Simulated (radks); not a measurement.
The numbers below are computed, except where a source is named.
The nuclear charge of the scandium ion Sc2+ is varied continuously with 19 electrons held in [Ar] 3d1. Code: a radial shooting solver on a logarithmic mesh with Libxc functionals. Model: scalar-relativistic Kohn-Sham, r2SCAN, spin-polarised, spherical densities, finite nucleus; open shells are filled with parallel spins first; meta-GGA in the generalised Kohn-Sham scheme; Fermi nuclear charge, rms radius 3.5459 fm. By the Hellmann-Feynman theorem dE/dZ = E(electron-nucleus)/Z, the electronic potential at the nucleus (averaged over a nucleus of fixed radius). The scalar-relativistic energy here is not variational (the density holds large components alone), so the two differ by a part that grows with Z.

| Z | E (hartree) | E(electron-nucleus)/Z (hartree) | HOMO | e(HOMO) (eV) | <r> HOMO (bohr) |
|---|---|---|---|---|---|
| 20 | -680.23497 | -80.6627 | 3d | -5.618 | 2.377 |
| 20.5 | -721.23771 | -83.2655 | 3d | -11.052 | 1.829 |
| 21 | -763.53941 | -85.8535 | 3d | -17.886 | 1.554 |
| 21.5 | -807.13551 | -88.4359 | 3d | -25.833 | 1.379 |
| 22 | -852.02438 | -91.0164 | 3d | -34.765 | 1.252 |

The central difference of E at Z = 21 is -85.898 hartree, to compare with the third column; the second derivative is -5.18 hartree.
